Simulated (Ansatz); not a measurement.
Ge(vinyl)(OEt)3 (C8H18GeO3) was relaxed with r2SCAN-D4 (def2-SVP) in Ansatz in these states: charge +1 doublet, neutral singlet. The geometries follow in no particular order.

A:

```xyz
30

Ge    0.4801   -0.6039    0.1751
C     1.6246   -2.0953    0.4189
C     2.8112   -1.9151    1.0193
H     1.3028   -3.0795    0.0606
H     3.1464   -0.9377    1.3833
H     3.4951   -2.7586    1.1681
O    -0.7279   -0.3898    1.5338
C    -1.9240    0.3361    1.4157
C    -2.1624    1.2095    2.6228
H    -1.9686    0.8695    0.4432
H    -2.7281   -0.4381    1.3370
H    -3.1407    1.7039    2.5361
H    -2.1483    0.6160    3.5486
H    -1.3801    1.9811    2.6958
O    -0.3664   -0.1859   -1.2932
C    -0.6008   -1.1185   -2.3746
C    -1.5906   -2.1910   -1.9810
H    -0.9870   -0.5041   -3.2014
H     0.3600   -1.5538   -2.7031
H    -1.7868   -2.8625   -2.8310
H    -1.2074   -2.8158   -1.1546
H    -2.5492   -1.7481   -1.6704
O     1.3020    0.9170    0.7025
C     1.0029    2.1895    0.1555
C     1.9929    2.4956   -0.9740
H    -0.0232    2.2039   -0.2586
H     1.0970    2.9224    0.9712
H     1.7856    3.5136   -1.3387
H     3.0258    2.4522   -0.6015
H     1.8651    1.7873   -1.8053
```

B:

Cartesian coordinates in Å:
```
Ge -0.020 -0.849 0.358
C -1.064 -2.442 0.128
C -1.197 -3.019 -1.074
H -1.559 -2.872 1.007
H -0.701 -2.607 -1.960
H -1.798 -3.926 -1.214
O 1.157 -1.007 1.662
C 1.344 -0.012 2.665
C 2.131 1.181 2.160
H 0.371 0.324 3.067
H 1.889 -0.510 3.486
H 2.335 1.888 2.981
H 3.094 0.859 1.732
H 1.560 1.718 1.385
O -0.914 0.632 0.790
C -1.946 1.106 -0.067
C -3.310 0.619 0.384
H -1.907 2.210 -0.040
H -1.757 0.806 -1.119
H -4.109 1.050 -0.242
H -3.378 -0.479 0.317
H -3.492 0.912 1.430
O 0.729 -0.590 -1.231
C 1.530 0.554 -1.491
C 1.826 0.611 -2.974
H 1.008 1.478 -1.168
H 2.474 0.499 -0.913
H 2.460 1.480 -3.214
H 2.350 -0.303 -3.294
H 0.892 0.689 -3.552
```

**Question.** Judge from the bond lengths which geometry belongs to which state (an estimate).

**Answer.** A is the charge +1 doublet (Ge1–O7 1.831 Å, Ge1–O15 1.746 Å, Ge1–O23 1.807 Å); B is the neutral singlet (Ge1–O7 1.764 Å, Ge1–O15 1.783 Å, Ge1–O23 1.776 Å).
